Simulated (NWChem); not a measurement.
System: BeNH3S; SMILES [NH2][Be][SH]

Input file for NWChem:

```
start job
memory heap 200 mb stack 900 mb global 1100 mb
geometry units angstroms
  Be     0.029994    -0.593588     0.000229
  N      0.009751    -2.093028     0.001672
  H      0.003503    -2.677186    -0.825511
  H      0.009874    -2.675198     0.830284
  S      0.103539     1.320622    -0.001298
  H     -1.239760     1.481299     0.003728
end
basis spherical
  * library def2-svp
end
dft
  xc slater vwn_5
  iterations 150
end
driver
  maxiter 120
end
task dft optimize
task dft freq
```

Excerpt of the output:

```
             Northwest Computational Chemistry Package (NWChem) 7.3.0
             --------------------------------------------------------

 CS  symmetry detected

                             Geometry "geometry" -> ""
                             -------------------------

 Output coordinates in angstroms (scale by  1.889725989 to convert to a.u.)

  No.       Tag          Charge          X              Y              Z
 ---- ---------------- ---------- -------------- -------------- --------------
    1 Be                   4.0000     0.01776492    -0.60117600     0.00000000
    2 N                    7.0000     0.01843446    -2.10075317     0.00000000
    3 H                    1.0000     0.02350421    -2.68390355    -0.82790414
    4 H                    1.0000     0.02350421    -2.68390355     0.82790414
    5 S                   16.0000     0.06460645     1.31387411     0.00000000
    6 H                    1.0000    -1.28081256     1.45579750     0.00000000

 Effective nuclear repulsion energy (a.u.)      66.9338375400

      Symmetry information
      --------------------

 Group name             Cs
 Group number              2
 Group order               2
 No. of unique centers     5

                                Z-matrix (autoz)
                                --------

 Units are Angstrom for bonds and degrees for angles

      Type          Name      I     J     K     L     M      Value
      ----------- --------  ----- ----- ----- ----- ----- ----------
    1 Stretch                  1     2                       1.49958
    2 Stretch                  1     5                       1.91562
    3 Stretch                  2     3                       1.01268
    4 Stretch                  2     4                       1.01268
    5 Stretch                  5     6                       1.35288
    6 Bend                     1     2     3               125.15934
    7 Bend                     1     2     4               125.15934
    8 Bend                     1     5     6                94.62050
    9 Bend                     2     5     6                95.24696
   10 Bend                     3     2     4               109.67857
   11 Bend                     5     2     3               125.15076
   12 Bend                     5     2     4               125.15076
   13 Torsion                  1     2     3     4         179.42203
   14 Torsion                  1     2     4     3        -179.42203
   15 Torsion                  3     2     5     6          90.89641
   16 Torsion                  2     3     1     5         176.14419
   17 Torsion                  4     2     5     6         -90.89641
   18 Torsion                  2     4     1     5        -176.14419
   19 Torsion                  2     1     6     5         180.00000

                           NWChem Geometry Optimization
                           ----------------------------

 maximum gradient threshold         (gmax) =   0.000450
 rms gradient threshold             (grms) =   0.000300
 maximum cartesian step threshold   (xmax) =   0.001800
 rms cartesian step threshold       (xrms) =   0.001200
 fixed trust radius                (trust) =   0.300000
 source of zmatrix                         =   autoz

          -------------------
          Energy Minimization
          -------------------

 Using diagonal initial Hessian
 Scaling for Hessian diagonals: bonds = 1.00  angles = 0.25  torsions = 0.10

          --------
          Step   0

                                 NWChem DFT Module
                                 -----------------

 Summary of "ao basis" -> "ao basis" (spherical)
 ------------------------------------------------------------------------------
       Tag                 Description            Shells   Functions and Types
 ---------------- ------------------------------  ------  ---------------------
 Be                         def2-svp                 5        9   3s2p
 N                          def2-svp                 6       14   3s2p1d
 H                          def2-svp                 3        5   2s1p
 S                          def2-svp                 8       18   4s3p1d

      Symmetry analysis of basis
      --------------------------

        a'         39
        a"         17

            General Information
            -------------------
          SCF calculation type: DFT
          Wavefunction type:  closed shell.
          No. of atoms     :     6
          No. of electrons :    30
           Alpha electrons :    15
            Beta electrons :    15
          Charge           :     0
          Spin multiplicity:     1
          Use of symmetry is: on ; symmetry adaption is: on
          Maximum number of iterations: 150
          AO basis - number of functions:    56
                     number of shells:    28
          Convergence on energy requested:  1.00D-06
          Convergence on density requested:  1.00D-05
          Convergence on gradient requested:  5.00D-04

              XC Information
              --------------
                        Slater Exchange Functional  1.000 local
                      VWN V Correlation Functional  1.000 local

             Grid Information
             ----------------
          Grid used for XC integration:  medium
          Radial quadrature: Mura-Knowles
          Angular quadrature: Lebedev.
          Tag              B.-S. Rad. Rad. Pts. Rad. Cut. Ang. Pts.
          ---              ---------- --------- --------- ---------
          Be                  1.05       49           8.0       434
          N                   0.65       49          10.0       434
          H                   0.35       45          11.0       434
          S                   1.00       88          11.0       590
          Grid pruning is: on
          Number of quadrature shells:   276
          Spatial weights used:  Erf1

      Superposition of Atomic Density Guess
      -------------------------------------

 Sum of atomic energies:        -467.64306393

      Non-variational initial energy
      ------------------------------

 Total energy =    -468.611794
 1-e energy   =    -775.727593
 2-e energy   =     240.181961
 HOMO         =      -0.335209
 LUMO         =      -0.004551

      Symmetry analysis of molecular orbitals - initial
      -------------------------------------------------

  Numbering of irreducible representations:

     1 a'          2 a"

  Orbital symmetries:

     1 a'          2 a'          3 a'          4 a'          5 a'
     6 a"          7 a'          8 a'          9 a'         10 a"
    11 a'         12 a'         13 a'         14 a'         15 a"
    16 a'         17 a'         18 a"         19 a'         20 a'
    21 a"         22 a'         23 a'         24 a'         25 a"

   convergence    iter        energy       DeltaE   RMS-Dens  Diis-err
 ---------------- ----- ----------------- --------- --------- ---------
 d= 0,ls=0.0,diis     1   -467.2767204592 -5.34D+02  2.32D-02  6.95D-01
 d= 0,ls=0.0,diis     2   -467.1382153029  1.39D-01  1.63D-02  1.61D+00
 d= 0,ls=0.0,diis     3   -467.3291402022 -1.91D-01  4.31D-03  1.53D-01
 d= 0,ls=0.0,diis     4   -467.3459179014 -1.68D-02  2.12D-03  1.08D-02
 d= 0,ls=0.0,diis     5   -467.3477134902 -1.80D-03  6.03D-04  8.57D-04
  Resetting Diis
 d= 0,ls=0.0,diis     6   -467.3478500931 -1.37D-04  1.47D-04  6.60D-05
 d= 0,ls=0.0,diis     7   -467.3478616312 -1.15D-05  5.95D-05  2.72D-06
 d= 0,ls=0.0,diis     8   -467.3478609843  6.47D-07  3.47D-05  7.54D-06
 d= 0,ls=0.0,diis     9   -467.3478620420 -1.06D-06  7.24D-06  3.11D-07
 d= 0,ls=0.0,diis    10   -467.3478620801 -3.81D-08  1.68D-06  9.70D-09

         Total DFT energy =     -467.347862080067
      One electron energy =     -778.723937204424
           Coulomb energy =      278.970385446280
    Exchange-Corr. energy =      -34.528147861881
 Nuclear repulsion energy =       66.933837539958

 Numeric. integr. density =       29.999998297531

                  Occupations of the irreducible representations
                  ----------------------------------------------

                     irrep           alpha         beta
                     --------     --------     --------
                     a'               12.0         12.0
                     a"                3.0          3.0

                       DFT Final Molecular Orbital Analysis
                       ------------------------------------

 Vector   13  Occ=2.000000D+00  E=-2.780799D-01  Symmetry=a'
              MO Center=  4.0D-02,  1.2D+00, -3.4D-16, r^2= 1.7D+00
   Bfn.  Coefficient  Atom+Function         Bfn.  Coefficient  Atom+Function
  ----- ------------  ---------------      ----- ------------  ---------------
    45      0.435856  5 S  py                42      0.378569  5 S  py
     5      0.270984  1 Be py                37      0.245090  5 S  s
    39      0.219719  5 S  py                36      0.187712  5 S  s
    44      0.167565  5 S  px                 2     -0.164818  1 Be s
    41      0.144206  5 S  px                35     -0.134555  5 S  s

 Vector   14  Occ=2.000000D+00  E=-2.258477D-01  Symmetry=a'
              MO Center=  2.6D-02, -1.9D+00, -5.1D-15, r^2= 1.5D+00
   Bfn.  Coefficient  Atom+Function         Bfn.  Coefficient  Atom+Function
  ----- ------------  ---------------      ----- ------------  ---------------
    13      0.543403  2 N  px                16     -0.441828  2 N  px
     4      0.185451  1 Be px                 7     -0.126508  1 Be px
    53     -0.078753  6 H  s                 37      0.069972  5 S  s
    44      0.066177  5 S  px                52     -0.050661  6 H  s
    45      0.044740  5 S  py                41      0.042156  5 S  px

[...]

      ----------------------
      Optimization converged
      ----------------------

  Step       Energy      Delta E   Gmax     Grms     Xrms     Xmax
  ---- ---------------- -------- -------- -------- -------- --------
@    6    -467.34843101 -3.1D-07  0.00011  0.00004  0.00045  0.00138
                                     ok       ok       ok       ok

                                Z-matrix (autoz)
                                --------

 Units are Angstrom for bonds and degrees for angles

      Type          Name      I     J     K     L     M      Value     Gradient
      ----------- --------  ----- ----- ----- ----- ----- ---------- ----------
    1 Stretch                  1     2                       1.49178    0.00002
    2 Stretch                  1     5                       1.89531    0.00011
    3 Stretch                  2     3                       1.02483   -0.00009
    4 Stretch                  2     4                       1.02483   -0.00009
    5 Stretch                  5     6                       1.36651   -0.00002
    6 Bend                     1     2     3               125.35304    0.00001
    7 Bend                     1     2     4               125.35304    0.00001
    8 Bend                     1     5     6                91.86822   -0.00002
    9 Bend                     2     5     6                92.18046   -0.00002
   10 Bend                     3     2     4               109.29359   -0.00001
   11 Bend                     5     2     3               125.35127    0.00001
   12 Bend                     5     2     4               125.35127    0.00001
   13 Torsion                  1     2     3     4         179.80144   -0.00001
   14 Torsion                  1     2     4     3        -179.80144    0.00001
   15 Torsion                  3     2     5     6          90.39631    0.00001
   16 Torsion                  2     3     1     5         178.09568   -0.00001
   17 Torsion                  4     2     5     6         -90.39631   -0.00001
   18 Torsion                  2     4     1     5        -178.09568    0.00001
   19 Torsion                  2     1     6     5         180.00000   -0.00000

                         Geometry "geometry" -> "geometry"
                         ---------------------------------

 Output coordinates in angstroms (scale by  1.889725989 to convert to a.u.)

  No.       Tag          Charge          X              Y              Z
 ---- ---------------- ---------- -------------- -------------- --------------
    1 Be                   4.0000     0.03403447    -0.58450052     0.00000000
    2 N                    7.0000     0.01553744    -2.07616249     0.00000000
    3 H                    1.0000     0.00986087    -2.66911632    -0.83585019
    4 H                    1.0000     0.00986087    -2.66911632     0.83585019
    5 S                   16.0000     0.08098233     1.31023221     0.00000000
    6 H                    1.0000    -1.28327428     1.38859877     0.00000000

 Effective nuclear repulsion energy (a.u.)      67.2272720930

      Symmetry information
      --------------------

 Group name             Cs
 Group number              2
 Group order               2
 No. of unique centers     5

                Final and change from initial internal coordinates
                --------------------------------------------------

                                Z-matrix (autoz)
                                --------

 Units are Angstrom for bonds and degrees for angles

[...]

 Rotational Constants
 --------------------
 A=   5.221685 cm-1  (  7.512672 K)
 B=   0.124117 cm-1  (  0.178573 K)
 C=   0.123742 cm-1  (  0.178033 K)

 Temperature                      =   298.15K
 frequency scaling parameter      =   1.0000

 Zero-Point correction to Energy  =   22.163 kcal/mol  (  0.035319 au)
 Thermal correction to Energy     =   25.300 kcal/mol  (  0.040318 au)
 Thermal correction to Enthalpy   =   25.892 kcal/mol  (  0.041262 au)

 Total Entropy                    =   67.721 cal/mol-K
   - Translational                =   38.078 cal/mol-K (mol. weight =  58.0108)
   - Rotational                   =   22.514 cal/mol-K (symmetry #  =        1)
   - Vibrational                  =    7.128 cal/mol-K

 Cv (constant volume heat capacity) =   15.885 cal/mol-K
   - Translational                  =    2.979 cal/mol-K
   - Rotational                     =    2.979 cal/mol-K
   - Vibrational                    =    9.926 cal/mol-K

[normal modes left out]

 ----------------------------------------------------------------------------
 Normal Eigenvalue ||           Projected Infra Red Intensities
  Mode   [cm**-1]  || [atomic units] [(debye/angs)**2] [(KM/mol)] [arbitrary]
 ------ ---------- || -------------- ----------------- ---------- -----------
    1       -0.000 ||    0.000001           0.000         0.001       0.000
    2       -0.000 ||    0.000667           0.015         0.650       0.168
    3       -0.000 ||    0.011513           0.266        11.223       2.891
    4        0.000 ||    0.001554           0.036         1.515       0.390
    5        0.000 ||    0.001063           0.025         1.036       0.267
    6        0.000 ||    0.000886           0.020         0.864       0.223
    7      230.902 ||    0.000362           0.008         0.353       0.091
    8      245.560 ||    0.002802           0.065         2.732       0.704
    9      339.994 ||    0.008041           0.186         7.839       2.019
   10      465.313 ||    0.195101           4.501       190.194      48.989
   11      485.956 ||    0.008241           0.190         8.034       2.069
   12      629.948 ||    0.067887           1.566        66.179      17.046
   13      630.640 ||    0.003811           0.088         3.715       0.957
   14     1317.453 ||    0.131083           3.024       127.786      32.914
   15     1462.548 ||    0.161978           3.737       157.904      40.672
   16     2603.590 ||    0.000709           0.016         0.692       0.178
   17     3507.583 ||    0.071676           1.654        69.874      17.998
   18     3591.096 ||    0.049485           1.142        48.241      12.426
 ----------------------------------------------------------------------------
```

Level: LDA (Slater exchange, VWN5)/def2-SVP.
